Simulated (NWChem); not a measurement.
System: CH₃F₃Si; SMILES F[Si](C)(F)F

Here is an NWChem input.

```
start job
memory heap 200 mb stack 900 mb global 1100 mb
geometry units angstroms noautoz
  C      0.000000     0.000000     1.826941
  Si     0.000000     0.000000    -0.004913
  F     -0.830306    -1.235007    -0.604777
  F      1.484700    -0.101563    -0.604777
  F     -0.654394     1.336569    -0.604777
  H     -1.027606     0.073672     2.212661
  H      0.577604     0.853097     2.212661
  H      0.450002    -0.926769     2.212661
end
basis spherical
  * library def2-svp
end
dft
  xc r2scan
  iterations 150
  mulliken
end
task dft energy
```

Geometry: optimised at PBE0/def2-SVP.

Task: What results follow from this input? (r2SCAN/def2-SVP.) Quantities: energy (Ha); highest occupied level (eV); orbital gap (eV); dipole (D).

Result: 
```
Property                      Result
---------------------------  -------
energy (Ha)                  -628.61
highest occupied level (eV)    -9.23
orbital gap (eV)               10.23
dipole (D)                      2.53
```
